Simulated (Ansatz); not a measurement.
Consider the homolysis of the C–H bond: `CB(C)N` → `[CH2]B(C)N`• + H•.

Gas-phase electronic energies from Ansatz, PBE0-D4/def2-TZVP geometries. CCSD(T)/CBS is the MP2 limit (def2-TZVPP, def2-QZVPP) plus CCSD(T) − MP2 in def2-TZVPP, frozen cores. This one scheme is used for every species, atoms too. DFT in def2-TZVPP. Open shells (•) are unrestricted, without spin–orbit coupling. Each species was taken in one conformer, which may not be the lowest.

`CB(C)N`:

```xyz
12

C    -0.604    0.702    1.171
B     0.142   -0.117    0.048
C    -0.275    0.024   -1.467
N     1.186   -0.978    0.399
H    -0.228    0.523    2.182
H    -0.534    1.777    0.975
H    -1.675    0.471    1.169
H    -0.192    1.066   -1.795
H     0.316   -0.588   -2.154
H    -1.328   -0.245   -1.603
H     1.495   -1.109    1.347
H     1.698   -1.525   -0.272
```

`[CH2]B(C)N`•:

```xyz
11

C     1.592    0.115    0.152
B     0.062   -0.061    0.147
C    -0.819    0.397   -1.079
N    -0.546   -0.645    1.271
H     2.226   -0.188    0.982
H     2.136    0.557   -0.679
H    -0.490   -0.096   -2.000
H    -0.703    1.472   -1.257
H    -1.887    0.195   -0.959
H    -1.538   -0.794    1.342
H    -0.033   -0.952    2.079
```

```csv
level,ΔE (kJ/mol),difference from CCSD(T)/CBS
LDA (SPW92),473.2,34.6
PBE-D4,422.2,-16.4
r2SCAN0-D4,417.0,-21.6
CAM-B3LYP-D4,430.5,-8.1
r2SCAN,415.8,-22.8
LC-ωPBE,421.8,-16.8
MP2/def2-TZVPP,431.7,-6.9
SCS-MP2/def2-QZVPP,441.1,2.5
MP2/CBS(def2),438.5,-0.1
CCSD/CBS(def2),434.6,-4.0
CCSD(T)/CBS,438.6,0
```

Largest T1 diagnostic among the species: 0.013.

At CCSD(T), def2-SVP lies −15.8 kJ/mol from the extrapolated value and def2-TZVPP −6.8 kJ/mol: correlation converges slowly with the basis, and small sets miss more of it in the bonded molecule than in its fragments. Leaving LDA and LC-ωPBE aside and taking each functional with its dispersion term where it has one, the values, not all of them listed here, spread over 19.6 kJ/mol, from r2SCAN-D4 to ωB97M-V. LDA lies +52.3 kJ/mol from PBE without D4, its usual overbinding.
